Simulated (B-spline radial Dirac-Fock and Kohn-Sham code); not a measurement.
**Two-hole binding energies of In⁸⁺**

System: indium as In⁸⁺, configuration [Kr] 4d5.

The run's input, task.json:

```json
{"items": [{
  "Z": 49,
  "q": 8,
  "cfg": [[1, 0, 2], [2, 0, 2], [2, 1, 6], [3, 0, 2], [3, 1, 6], [3, 2, 10], [4, 0, 2], [4, 1, 6], [4, 2, 5]],
  "A": 115,
  "rrms": 4.6156,
  "do": ["binding", "quiet", "double"]
}]}
```

Command: `python xray_run.py task.json out`

Model: ΔSCF Dirac-Fock with Breit, self-energy and vacuum polarisation, finite nucleus, configuration average. Program: a radial B-spline solver. U is the two-hole binding energy less the two single-hole energies, the effective repulsion of the holes after relaxation. Each two-hole energy is an average over J within one jj subconfiguration.

```
          holes  E(a) (eV)  E(b) (eV)  E(ab) (eV)  U (eV)
   1s⁻¹ 2p1/2⁻¹    28099.4     4100.1     32430.0   230.5
   1s⁻¹ 3p3/2⁻¹    28099.4      824.4     28995.1    71.3
   1s⁻¹ 3d3/2⁻¹    28099.4      608.0     28774.1    66.7
   1s⁻¹ 3d5/2⁻¹    28099.4      600.4     28765.6    65.8
   2s⁻¹ 2p1/2⁻¹     4405.4     4100.1      8634.6   129.1
   2s⁻¹ 2p3/2⁻¹     4405.4     3892.1      8423.5   126.0
        2p3/2⁻²     3892.1     3892.1      7936.6   152.4
   2p1/2⁻¹ 3s⁻¹     4100.1      986.3      5149.4    62.9
   2p3/2⁻¹ 3s⁻¹     3892.1      986.3      4941.1    62.7
2p1/2⁻¹ 3d3/2⁻¹     4100.1      608.0           ?       ?
2p3/2⁻¹ 3d3/2⁻¹     3892.1      608.0      4568.2    68.1
        3p1/2⁻²      863.0      863.0      1780.1    54.0
3d3/2⁻¹ 3d5/2⁻¹      608.0      600.4      1263.5    55.1
        3d5/2⁻²      600.4      600.4      1255.1    54.2
```

Task: Give the missing two-hole energy and U.

Result: E(ab) = 4773.6 eV and U = 65.5 eV.

Values without a named source are computed, but for edge energies of neutral atoms, which are taken from tables.
